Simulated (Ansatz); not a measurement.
Consider the substitution at a C–Si bond: `OBC[SiH3]` + `[SiH3]S` → `OBCS[SiH3]` + SiH₄.

Isolated molecules relaxed with PBE0-D4/def2-TZVP in Ansatz; ΔE leaves out vibrations. CCSD(T)/CBS adds triple-zeta CCSD(T) − MP2 to the extrapolated MP2 energy (def2 sets, frozen cores). This one scheme is used for every species. Functionals use def2-TZVPP. One conformer a species, not always the lowest.

`OBC[SiH3]`:

Z-matrix (Å, degrees):
```
C
B 1 1.552
Si 1 1.880 2 110.9
H 1 1.095 2 111.3 3 -117.5
H 1 1.095 2 112.1 3 119.8
O 2 1.358 1 119.0 3 -96.6
H 2 1.205 1 121.8 3 81.3
H 3 1.488 1 110.6 2 -57.6
H 3 1.488 1 110.5 2 -177.4
H 3 1.487 1 110.7 2 62.4
H 6 0.960 2 113.1 1 177.8
```

`[SiH3]S`:

```xyz
6

Si    0.161    0.503   -0.011
S     0.359   -1.625   -0.040
H    -0.656    0.992   -1.150
H     1.547    1.015   -0.126
H    -0.452    0.977    1.255
H    -0.959   -1.861    0.073
```

`OBCS[SiH3]`:

Z-matrix (Å, degrees):
```
C
B 1 1.570
S 1 1.828 2 108.3
H 1 1.092 2 111.6 3 -121.9
H 1 1.096 2 109.1 3 118.1
O 2 1.351 1 118.2 3 131.5
H 2 1.202 1 121.4 3 -49.0
Si 3 2.124 1 98.7 2 -177.5
H 6 0.960 2 113.4 1 179.2
H 8 1.488 3 111.1 1 60.1
H 8 1.484 3 106.8 1 -179.8
H 8 1.488 3 110.8 1 -59.9
```

SiH₄:

```xyz
5

Si    0.000    0.000    0.000
H     0.050    1.263    0.778
H    -1.332   -0.633    0.168
H     1.053   -0.925    0.490
H     0.230    0.295   -1.437
```

```tsv
species	CAM-B3LYP-D4 energy (Eh)
`OBC[SiH3]`	-431.95069
`[SiH3]S`	-690.14540
`OBCS[SiH3]`	-830.17986
SiH₄	-291.89249
```

Problem. Work out ΔE.

Solution. ΔE = (-830.17986) + (-291.89249) − (-431.95069) − (-690.14540) = 0.02374 Eh = +62.3 kJ/mol. CCSD(T)/CBS gives +62.7 kJ/mol.

Largest T1 diagnostic among the species: 0.012.

At CCSD(T), def2-SVP lies −4.4 kJ/mol from the extrapolated value and def2-TZVPP +0.3 kJ/mol. From BLYP to BHLYP (50 % exact exchange), in def2-TZVPP and without D4, ΔE moves by +3.6 kJ/mol. The D4 term adds −3.0 kJ/mol with B3LYP and −1.7 kJ/mol with PBE0; it sums over pairs of atoms, weighted by their polarisabilities, and B3LYP, whose exchange is more repulsive, gets the larger term.

B3LYP here is the variant with VWN-RPA as its local correlation; programs differ in this.
